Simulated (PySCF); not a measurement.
Molecular orbitals of YC

CAM-B3LYP at R = 2.002 Å; Y def2-TZVPP with ECP28, C def2-TZVPP; scalar-relativistic core potentials (PySCF 2.14). State: ⁴Π (quartet), unpaired electrons σ ↑↑, π ↑. Only the outer orbitals are listed, counted within each symmetry, core potentials removing the inner ones.

```json
{"spin": "α", "orbital": "3σ", "occ.": "1", "ε (eV)": "-31.69", "on Y (%)": "93", "main shells (%)": "94 Y p"}
{"spin": "α", "orbital": "1π", "occ.": "1", "ε (eV)": "-31.59", "on Y (%)": "100", "main shells (%)": "100 Y p"}
{"spin": "α", "orbital": "1π", "occ.": "1", "ε (eV)": "-31.30", "on Y (%)": "100", "main shells (%)": "100 Y p"}
{"spin": "α", "orbital": "4σ", "occ.": "1", "ε (eV)": "-15.74", "on Y (%)": "17", "main shells (%)": "84 C s"}
{"spin": "α", "orbital": "2π", "occ.": "1", "ε (eV)": "-7.46", "on Y (%)": "29", "main shells (%)": "70 C p, 25 Y d"}
{"spin": "α", "orbital": "5σ", "occ.": "1", "ε (eV)": "-7.43", "on Y (%)": "26", "main shells (%)": "71 C p, 21 Y d"}
{"spin": "α", "orbital": "2π", "occ.": "1", "ε (eV)": "-6.60", "on Y (%)": "34", "main shells (%)": "65 C p, 30 Y d"}
{"spin": "α", "orbital": "6σ", "occ.": "1", "ε (eV)": "-5.57", "on Y (%)": "101", "main shells (%)": "82 Y s, 11 Y d, 8 Y p"}
{"spin": "α", "orbital": "3π", "occ.": "0", "ε (eV)": "-0.71", "on Y (%)": "98", "main shells (%)": "76 Y p, 22 Y d"}
{"spin": "α", "orbital": "3π", "occ.": "0", "ε (eV)": "-0.55", "on Y (%)": "98", "main shells (%)": "78 Y p, 20 Y d"}
{"spin": "α", "orbital": "7σ", "occ.": "0", "ε (eV)": "-0.25", "on Y (%)": "83", "main shells (%)": "72 Y d, 11 C p, 9 Y p"}
{"spin": "β", "orbital": "1π", "occ.": "1", "ε (eV)": "-31.12", "on Y (%)": "100", "main shells (%)": "100 Y p"}
{"spin": "β", "orbital": "1π", "occ.": "1", "ε (eV)": "-31.11", "on Y (%)": "100", "main shells (%)": "100 Y p"}
{"spin": "β", "orbital": "3σ", "occ.": "1", "ε (eV)": "-30.91", "on Y (%)": "94", "main shells (%)": "95 Y p"}
{"spin": "β", "orbital": "4σ", "occ.": "1", "ε (eV)": "-13.07", "on Y (%)": "19", "main shells (%)": "81 C s, 8 Y d"}
{"spin": "β", "orbital": "2π", "occ.": "1", "ε (eV)": "-5.89", "on Y (%)": "45", "main shells (%)": "55 C p, 40 Y d"}
{"spin": "β", "orbital": "5σ", "occ.": "0", "ε (eV)": "-1.92", "on Y (%)": "98", "main shells (%)": "80 Y s, 16 Y p"}
{"spin": "β", "orbital": "2π", "occ.": "0", "ε (eV)": "-1.01", "on Y (%)": "59", "main shells (%)": "53 Y d, 40 C p"}
{"spin": "β", "orbital": "6σ", "occ.": "0", "ε (eV)": "-0.73", "on Y (%)": "74", "main shells (%)": "49 Y d, 20 Y p, 19 C p"}
```

**Question.** Which are the highest filled and the lowest empty level, where do they sit, and how wide is the gap?

**Answer.** Highest filled α 6σ at -5.57 eV (in %: 82 Y s, 11 Y d, 8 Y p); lowest empty β 5σ at -1.92 eV (in %: 80 Y s, 16 Y p); the gap at CAM-B3LYP is 3.65 eV.

The bond order (Mayer) is 2.19. The ⟨S²⟩ is 3.764. The charge on Y (Mulliken, basis-dependent) is 0.44. The charge on Y (Löwdin, basis-dependent) is 0.07 and the dipole moment (positive dipole means Y(−)C(+)) is -5.02 D. The polarisability along the bond is 118.2 bohr³ and the polarisability across the bond is 139.6 bohr³.

Shares are Mulliken populations and can fall outside 0 to 100 %.

Spin–orbit coupling is left out. With d or f electrons several states lie close, and the lowest PBE0 determinant need not be the measured ground state.
